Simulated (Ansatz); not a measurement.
Consider the formal exchange of groups at the Se–B bond: `C=NB[SeH]` + `O[SiH2]F` → `O[SiH](F)[SeH]` + `BN=C`.

Program: Ansatz. Geometries: PBE0-D4/def2-TZVP. ΔE: electronic, gas phase. CCSD(T)/CBS is the MP2 limit (def2-TZVPP, def2-QZVPP) plus CCSD(T) − MP2 in def2-TZVPP, frozen cores. DFT in def2-TZVPP. B3LYP here is the variant with VWN-RPA as its local correlation; programs differ in this. For Se outer-core shells are correlated without core-valence functions, which leaves a few kJ/mol of doubt a bond. Scalar relativity is left out up to krypton. Each species was taken in one conformer, which may not be the lowest.

`C=NB[SeH]`:

Cartesian coordinates in Å:
```
C 1.611 -0.784 0.213
N 0.465 -0.311 0.201
B -0.788 0.204 0.179
Se -1.329 1.370 -1.302
H 2.442 -0.260 0.696
H 1.840 -1.745 -0.259
H -1.556 -0.050 1.055
H -2.684 1.577 -0.782
```

`O[SiH2]F`:

```xyz
6

O     1.261   -0.018    0.169
Si   -0.363   -0.128    0.086
F    -0.833   -0.534   -1.384
H     1.701    0.717   -0.260
H    -0.753   -1.208    1.010
H    -1.014    1.171    0.378
```

`O[SiH](F)[SeH]`:

```xyz
7

O    -1.039   -0.956   -0.448
Si    0.434   -0.298   -0.244
F     1.149   -0.014   -1.639
Se    0.354    1.749    0.725
H    -1.745   -0.389   -0.766
H     1.222   -1.299    0.493
H    -0.375    1.207    1.880
```

`BN=C`:

Cartesian coordinates in Å:
```
B -0.665 0.661 -0.904
N 0.025 -0.024 0.034
C 0.658 -0.654 0.895
H -0.632 0.276 -2.037
H -1.284 1.628 -0.568
H 0.201 -1.477 1.451
H 1.698 -0.410 1.130
```

Is it downhill or uphill in electronic energy at CCSD(T)/CBS, and by how much? (Best estimate.)

Ansatz gave: Downhill: ΔE = -0.12 eV.

What do these levels give: PBE-D4, revPBE-D4, B3LYP-D4, PBE-QIDH, revPBE, r2SCANh, RPA@PBE/def2-TZVPP, CCSD(T)/def2-SVP, CCSD/def2-TZVPP, CCSD(T)/def2-TZVPP, HF/CBS(def2), MP2/CBS(def2)? (Estimate.)

Ansatz gave: PBE-D4 -0.17, revPBE-D4 -0.16, B3LYP-D4 -0.14, PBE-QIDH -0.10, revPBE -0.14, r2SCANh -0.15, RPA@PBE/def2-TZVPP -0.04, CCSD(T)/def2-SVP 0.00, CCSD/def2-TZVPP -0.08, CCSD(T)/def2-TZVPP -0.08, HF/CBS(def2) -0.08, MP2/CBS(def2) -0.10 eV.

Largest T1 diagnostic among the species: 0.016.

At CCSD(T), def2-SVP lies +0.12 eV from the extrapolated value and def2-TZVPP +0.04 eV. Leaving LDA and LC-ωPBE aside and taking each functional with its dispersion term where it has one, the values spread over 0.06 eV, from PBE-D4 to PBE-QIDH.
